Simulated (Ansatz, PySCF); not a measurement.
System: sum formula BN2H3F, charge 0, multiplicity 2. It need not be the lowest isomer of its formula. 
Coordinates optimised at B3LYP-D3(BJ)/def2-TZVP (Ansatz, a first-principles code):
```
B
F 1 1.3509
N 1 1.3995 2 119.05
H 3 1.0049 1 122.18 2 -175.72
H 3 1.0058 4 115.04 1 177.21
N 1 1.4515 2 120.10 3 -176.97
H 6 1.0212 1 113.70 2 -49.34
```
Charge 0, spin multiplicity 2.

Total electronic energies in hartree. Correlated levels leave the core frozen unless marked. Open shells are spin-unrestricted. No spin-orbit coupling. Non-relativistic. CBS marks a two-point X^-3 extrapolation of the correlation energy; Hartree-Fock from the larger set.

```json
[
 {"level": "BLYP-D4/def2-TZVPD", "program": "Ansatz + dftd4", "energy (Eh)": "…"},
 {"level": "r2SCAN-D4/def2-TZVPD", "program": "Ansatz + dftd4", "energy (Eh)": "-236.05529"},
 {"level": "B97M-V/def2-TZVPD", "program": "Ansatz", "energy (Eh)": "-236.12589"},
 {"level": "B3LYP-D3(BJ)/def2-TZVPD", "program": "Ansatz + dftd3", "energy (Eh)": "-236.18471"},
 {"level": "B3LYP/def2-TZVPD", "program": "Ansatz", "energy (Eh)": "-236.17890"},
 {"level": "PBE0/def2-SVP", "program": "Ansatz", "energy (Eh)": "-235.63158"},
 {"level": "PBE0-D4/def2-TZVP", "program": "Ansatz + dftd4", "energy (Eh)": "-235.91348"},
 {"level": "PBE0/def2-TZVP", "program": "Ansatz", "energy (Eh)": "-235.91077"},
 {"level": "TPSSh/def2-TZVPD", "program": "PySCF", "energy (Eh)": "…"},
 {"level": "r2SCANh/def2-TZVPD", "program": "Ansatz", "energy (Eh)": "-236.04297"},
 {"level": "HSE06/def2-TZVPD", "program": "Ansatz", "energy (Eh)": "-235.90130"},
 {"level": "LC-wPBE-D4/def2-TZVPD", "program": "Ansatz + dftd4", "energy (Eh)": "…"},
 {"level": "B2GP-PLYP-D4/def2-TZVPD", "program": "Ansatz + dftd4", "energy (Eh)": "-235.96628"},
 {"level": "B2GP-PLYP/def2-TZVPD", "program": "Ansatz", "energy (Eh)": "-235.96495"},
 {"level": "MP2/cc-pVDZ", "program": "Ansatz", "energy (Eh)": "-235.44288"},
 {"level": "SCS-MP2/6-31G*", "program": "Ansatz", "energy (Eh)": "-235.37674"},
 {"level": "SCS-MP2/aug-cc-pVTZ", "program": "Ansatz", "energy (Eh)": "-235.69078"},
 {"level": "SCS-MP2/cc-pwCVTZ", "program": "Ansatz", "energy (Eh)": "-235.68834"},
 {"level": "CCSD/6-31G*", "program": "Ansatz", "energy (Eh)": "-235.42185"},
 {"level": "CCSD/cc-pwCVTZ", "program": "Ansatz", "energy (Eh)": "-235.72211"},
 {"level": "CCSD(T)/6-31G", "program": "Ansatz", "energy (Eh)": "-235.16932"},
 {"level": "CCSD(T)/cc-pVQZ", "program": "Ansatz", "energy (Eh)": "-235.80649"},
 {"level": "CCSD(T)/CBS(cc-pVTZ,cc-pVQZ)", "program": "Ansatz", "energy (Eh)": "-235.8466"}
]
```

**Question.** Fill in the missing entries.

**Answer.** 
- BLYP-D4/def2-TZVPD, energy (Eh): -236.12851
- TPSSh/def2-TZVPD, energy (Eh): -236.17076
- LC-wPBE-D4/def2-TZVPD, energy (Eh): -236.02883
